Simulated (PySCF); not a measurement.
This script is equivalent to a calculation on F²⁺ (fluorine, charge +2).

```python
from pyscf import gto, scf, dft, mp, cc
import basis_set_exchange as bse
mol = gto.M(atom="F 0 0 0", charge=2, spin=3, symmetry="D2h",
            basis=gto.basis.parse(bse.get_basis("aug-cc-pVDZ", elements=["F"], fmt="nwchem", header=False)))
mf = scf.UHF(mol)
mf.irrep_nelec = {'Ag': (2, 2), 'B1u': (1, 0), 'B2u': (1, 0), 'B3u': (1, 0)}
mf.kernel()
```

Question: What total energy does it give?

Answer: -97.57598 hartree (calculated).

Question: Which occupied shell lies highest, and where?

Answer: 2p α, at -63.777 eV.

Question: What is ⟨S²⟩, and what would a pure spin state give?

Answer: 3.754, against 3.75.
